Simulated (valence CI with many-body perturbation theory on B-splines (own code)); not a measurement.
**Ru37+: calculated level list**

Calculated by configuration interaction combined with many-body perturbation theory (CI+MBPT): five valence electrons over a frozen Dirac-Fock core [He], radial functions for each j: 11 s, 11 p, 10 d, 8 f, 5 g, 2 h, with the one-electron correlation potential Σ1, the two-electron term Σ2, the three-electron term Σ3, Breit, model QED; selected CI, second order for the rest, scaled by the run's own slope (own B-spline code, finite nucleus).

No measured spectrum was set against this ion. As an estimate, large intervals hold to a few tenths of a per cent, small ones and those within an open d or f shell to about a per cent. Among the levels kept, up to 11000 cm⁻¹ of a level comes from second order outside the variational space, and about a tenth of that is noise between levels of different J, which matters for small intervals.

Levels 181 to 203 of 203, with energies above the lowest level, (2s^2 2p1/2^2 2p3/2) J=3/2. "Leading %" is the weight of the configuration and term that name the level; weights of strongly mixed levels are sums over their largest components and can fall short. In the jj column 3d3/2^4 stands for four electrons in 3d with j = 3/2.

```tsv
No.	Configuration	Term	J	E (Ry)	Leading %	Second component	Leading jj
181	2p⁴3s	⁴P	5/2	262.10	71	24 % 2p⁴3s ²D	2p1/2^2 2p3/2^2 3s (94 %)
182	2s2p³3d	²D°	3/2	262.14	36	28 % 2s2p³3d ⁴D°	2s 2p1/2 2p3/2^2 3d3/2 (90 %)
183	2s2p³3d	²P°	3/2	262.32	41	12 % 2s2p³3d ²D°	2s 2p1/2 2p3/2^2 3d3/2 (43 %)
184	2s2p³3d	²F°	7/2	262.34	39	27 % 2s2p³3d ⁴D°	2s 2p1/2 2p3/2^2 3d5/2 (88 %)
185	2s2p³3d	⁴D°	1/2	262.34	41	34 % 2s2p³3d ²P°	2s 2p1/2 2p3/2^2 3d3/2 (90 %)
186	2s2p³3d	²D°	5/2	262.56	42	28 % 2s2p³3d ²F°	2s 2p1/2 2p3/2^2 3d5/2 (89 %)
187	2p⁴3s	²P	3/2	262.62	50	24 % 2p⁴3s ²D	2p1/2^2 2p3/2^2 3s (87 %)
188	2s2p³3d	²S°	1/2	262.68	43	18 % 2s2p³3d ²P°	2s 2p1/2 2p3/2^2 3d5/2 (73 %)
189	2s2p³3d	²D°	3/2	262.79	47	22 % 2s2p³3d ²P°	2s 2p1/2 2p3/2^2 3d5/2 (92 %)
190	2s2p³3p	⁴P	3/2	262.94	29	18 % 2s2p³3p ²P	2s 2p3/2^3 3p1/2 (84 %)
191	2s2p³3p	²D	5/2	263.15	43	18 % 2s2p³3p ²F	2s 2p3/2^3 3p1/2 (91 %)
192	2s2p³3d	²P°	3/2	263.22	39	27 % 2s2p³3d ²D°	2s 2p1/2 2p3/2^2 3d5/2 (73 %)
193	2s2p³3d	²D°	5/2	263.46	42	23 % 2s2p³3d ²F°	2s 2p1/2 2p3/2^2 3d5/2 (80 %)
194	2p⁴3s	²S	1/2	264.77	52	32 % 2p⁴3s ⁴P	2p1/2^2 2p3/2^2 3s (94 %)
195	2s2p³3p	⁴D	7/2	265.00	50	29 % 2s2p³3p ²F	2s 2p3/2^3 3p3/2 (92 %)
196	2s2p³3p	²P	3/2	265.27	42	16 % 2s2p³3p ²D	2s 2p3/2^3 3p3/2 (89 %)
197	2s2p³3p	²D	5/2	265.48	41	29 % 2s2p³3p ⁴P	2s 2p3/2^3 3p3/2 (91 %)
198	2p⁴3p	⁴P°	3/2	265.64	36	17 % 2p⁴3p ⁴S°	2p1/2^2 2p3/2^2 3p1/2 (95 %)
199	2p⁴3p	²D°	5/2	265.81	32	28 % 2p⁴3p ⁴D°	2p1/2^2 2p3/2^2 3p1/2 (94 %)
200	2s2p³3p	²P	1/2	265.91	42	36 % 2s2p³3p ²S	2s 2p3/2^3 3p1/2 (51 %)
201	2s2p³3p	²D	3/2	266.28	44	25 % 2s2p³3p ²P	2s 2p3/2^3 3p1/2 (93 %)
202	2s2p³3p	²P	1/2	266.39	49	23 % 2s2p³3p ⁴P	2s 2p3/2^3 3p3/2 (51 %)
203	2p⁴3p	²P°	1/2	267.94	71	14 % 2p⁴3p ⁴P°	2p1/2^2 2p3/2^2 3p1/2 (63 %)
```
